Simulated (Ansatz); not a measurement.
K₁₆⁻. Total charge -1; doublet. Geometry r2SCAN/def2-SVP; atoms count from 1.

```xyz
16

K    -2.231    5.244    0.613
K    -1.429   -3.195   -0.194
K     1.851   -3.712    2.984
K     0.135   -0.005   -3.469
K     4.425    1.031   -2.136
K    -0.396   -4.384   -4.492
K    -1.523    2.888    4.351
K    -3.616    0.886    0.429
K    -4.054   -1.420   -3.682
K    -2.021   -1.607    4.124
K     3.033   -3.256   -1.422
K     1.047    4.218   -2.234
K     2.026    0.131    5.533
K     0.907    0.746    1.058
K     5.128   -0.764    1.983
K    -3.284    3.198   -3.447
```

Single mean-field runs in def2-TZVP are fitted with def2-universal-jkfit. The charge -1 doublet is spin-contaminated (final ⟨S²⟩ up to 1.24, 0.75 for a pure state). The geometry of the doublet was relaxed on an unsound state (⟨S²⟩ 2.39, where a pure state has 0.75). The structure comes from a short search, and lower isomers may exist.

Q: Estimate the Mulliken populations from the PBE0/def2-TZVP orbitals of Ansatz.

A: 
| atom | charge (e) | spin (α − β) |
| --- | --- | --- |
| K1 | -0.13 | 0.03 |
| K2 | 0.01 | 0.05 |
| K3 | -0.07 | -0.01 |
| K4 | 0.04 | -0.01 |
| K5 | -0.09 | 0.08 |
| K6 | -0.16 | 0.10 |
| K7 | -0.09 | 0.02 |
| K8 | -0.01 | 0.03 |
| K9 | -0.09 | -0.15 |
| K10 | -0.06 | 0.30 |
| K11 | -0.05 | 0.12 |
| K12 | -0.07 | 0.22 |
| K13 | -0.12 | -0.03 |
| K14 | 0.07 | 0.31 |
| K15 | -0.10 | -0.15 |
| K16 | -0.08 | 0.08 |
Mulliken values and Mayer orders depend strongly on the basis.

Q: Where does the spin sit?

A: Summed by element: K 1.00, of 1 unpaired in all. Largest on single atoms: K14 0.31, K10 0.30, K12 0.22.

Q: And the Mayer bond orders between bonded heavy atoms (over 0.3)?

A: K1–K7 0.30 (4.48 Å).
